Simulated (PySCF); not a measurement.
Si(F)(OH)(SeH)2 (FH₃OSe₂Si), SMILES O[Si](F)([SeH])[SeH].

Geometry optimised at ωB97X-D3(BJ)/def2-SVP. One conformer was computed; it need not be the lowest.

The numbers are results of TDA-PBE/def2-SVPD (PySCF), not measurements.

Vertical excitations. Gas-phase values at a fixed geometry.

Question: Give excitation energies, oscillator strengths and character. (The exact figures need the calculation; the answer reports its results.)

Answer: 
```
state  energy (eV)  λ (nm)      f                                                                main pairs
-----  -----------  ------  -----  ------------------------------------------------------------------------
S1            5.15     241  0.003                                          HOMO→LUMO 62 %, HOMO→LUMO+1 32 %
S2            5.21     238  0.033                                          HOMO→LUMO+1 55 %, HOMO→LUMO 36 %
S3            5.32     233  0.005                                                          HOMO−1→LUMO 93 %
S4            5.36     231  0.047                                      HOMO−1→LUMO+1 69 %, HOMO→LUMO+2 21 %
S5            5.44     228  0.012                                      HOMO→LUMO+2 71 %, HOMO−1→LUMO+1 25 %
S6            5.57     223  0.011                                                        HOMO−1→LUMO+2 95 %
S7            6.00     206  0.005                                                          HOMO→LUMO+3 88 %
S8            6.20     200  0.007                                                        HOMO−1→LUMO+3 84 %
S9            6.42     193  0.025                                        HOMO→LUMO+4 70 %, HOMO→LUMO+5 22 %
S10           6.51     190  0.019                                      HOMO→LUMO+5 47 %, HOMO−1→LUMO+4 47 %
T1            4.86     255      0                                                            HOMO→LUMO 94 %
T2            4.98     249      0                       HOMO→LUMO+2 52 %, HOMO−1→LUMO 34 %, HOMO→LUMO+1 9 %
T3            4.98     249      0                                        HOMO→LUMO+1 69 %, HOMO−1→LUMO 24 %
T4            5.10     243      0  HOMO−1→LUMO 37 %, HOMO→LUMO+2 27 %, HOMO−1→LUMO+1 22 %, HOMO→LUMO+1 12 %
```
Triplets are in the Tamm–Dancoff approximation.
